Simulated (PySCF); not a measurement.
Isomers of CH5BO. Gas-phase values, no solvent. One relaxed conformer stands for each flexible species; it need not be the lowest. Strings in code marks are SMILES.

The HOMO–LUMO gap from two functionals at the same geometries (B3LYP-D3(BJ)/def2-TZVP), both in PySCF: PBE-D3(BJ)/def2-TZVP and B3LYP-D3(BJ)/def2-TZVP. B3LYP has the VWN-RPA correlation part, as in Gaussian. 

| species | PBE-D3(BJ)/def2-TZVP (eV) |
|---|---|
| `B(O)C` (C–B–O–H torsion 180°) | 6.28 |
| `BOC` | 5.76 |
| `BCO` | 3.69 |

What does B3LYP-D3(BJ)/def2-TZVP give for each?


- `B(O)C` (C–B–O–H torsion 180°): 8.33
- `BOC`: 7.79
- `BCO`: 5.86
Over these rows, drawn at random from the members with no instability flagged (it was tested for open shells, ions and some series alone), PBE minus B3LYP-D3(BJ): mean -2.08 eV, from -2.17 eV to -2.03 eV.
